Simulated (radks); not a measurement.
Values are calculated unless marked as measured or tabulated.
Q: Valence configurations of Tc I (all share [Kr]). Level of theory: Dirac Kohn-Sham, PBE, spin-unpolarised, spherical densities, finite nucleus; open shells are shared between the two j in proportion to 2j + 1; Fermi nuclear charge, rms radius 4.4112 fm (a radial shooting solver on a logarithmic mesh with Libxc functionals). Order these by energy: 4d5 5p2; 4d6 5s1; 4d4 5s2 5p1; 4d5 5s0.5 5p1.5; 4d5.5 5s1.5; 4d5 5s1 5p1; 4d5 5s1.5 5p0.5; 4d5 5s2; 4d4 5s1 5p2; 4d3 5s2 5p2.

A: From the lowest, in eV above it: 4d6 5s1 0.000; 4d5.5 5s1.5 0.305; 4d5 5s2 0.939; 4d5 5s1.5 5p0.5 2.786; 4d5 5s1 5p1 4.690; 4d5 5s0.5 5p1.5 6.644; 4d4 5s2 5p1 7.539; 4d5 5p2 8.642; 4d4 5s1 5p2 11.939; 4d3 5s2 5p2 16.925. NIST lists [Kr] 4d5 5s2 as the ground configuration; this level of theory puts 4d6 5s1 lower, by 0.939 eV. The energies are those of spherical spin-averaged densities, not of single terms.
